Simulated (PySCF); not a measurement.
H7Si3, SMILES [SiH2][SiH2][SiH3] (connectivity only; charge and spin as stated), charge +1, multiplicity 1.

Coordinates come from a B3LYP-D3(BJ)/def2-SVP optimisation. The spin state was assumed, not searched. The isomer is the one that the SMILES or the coordinates give; other isomers of the formula were not compared.

Level of theory: PBE/def2-TZVPD in PySCF.

Symmetry labels are those of the subgroup Cs that the program uses (full group Cs).

Task: List the valence orbital energies around the gap with their symmetry. (Estimate from the structure and the level; the computed values follow.)

Result: 
```tsv
orbital	symmetry	energy (eV)
HOMO−7	A'	-18.18
HOMO−6	A'	-17.00
HOMO−5	A"	-14.57
HOMO−4	A"	-13.72
HOMO−3	A'	-13.56
HOMO−2	A"	-13.02
HOMO−1	A'	-12.89
HOMO	A'	-12.12
LUMO	A'	-9.63
LUMO+1	A"	-6.05
LUMO+2	A'	-6.00
LUMO+3	A'	-5.37
```
